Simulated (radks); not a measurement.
Ionisation of neutral nitrogen, [He] 2s2 2p3, to [He] 2s2 2p2 as the strength of local exchange is varied. All-electron calculation, scalar-relativistic Kohn-Sham, Slater X-alpha exchange (alpha = 2/3 is LDA exchange), no correlation, spin-polarised, spherical densities, point nucleus; open shells are filled with parallel spins first. Program: a radial shooting solver on a logarithmic mesh with Libxc functionals.

| alpha | E(N) (hartree) | exchange (hartree) | IE (eV) | -e of the level emptied (eV) | <r> of it (bohr) |
|---|---|---|---|---|---|
| 0.652 | -53.61221 | -5.70019 | 13.757 | 7.304 (2p) | 1.454 |
| 0.667 | -53.74350 | -5.84403 | 14.006 | 7.518 (2p) | 1.446 |
| 0.733 | -54.32455 | -6.48355 | 15.122 | 8.486 (2p) | 1.408 |
| 0.739 | -54.37764 | -6.54222 | 15.226 | 8.577 (2p) | 1.405 |
| 0.759 | -54.55496 | -6.73842 | 15.573 | 8.881 (2p) | 1.394 |
| 0.791 | -54.83971 | -7.05440 | 16.136 | 9.377 (2p) | 1.378 |
| 0.798 | -54.90217 | -7.12386 | 16.261 | 9.486 (2p) | 1.374 |
| 1.023 | -56.94255 | -9.42014 | 20.490 | 13.287 (2p) | 1.272 |

NIST Atomic Spectra Database: 14.534 eV (measured). The Delta-SCF value meets it near alpha = 0.70. Open shells are spherical and high-spin; term and fine-structure splittings are not resolved.
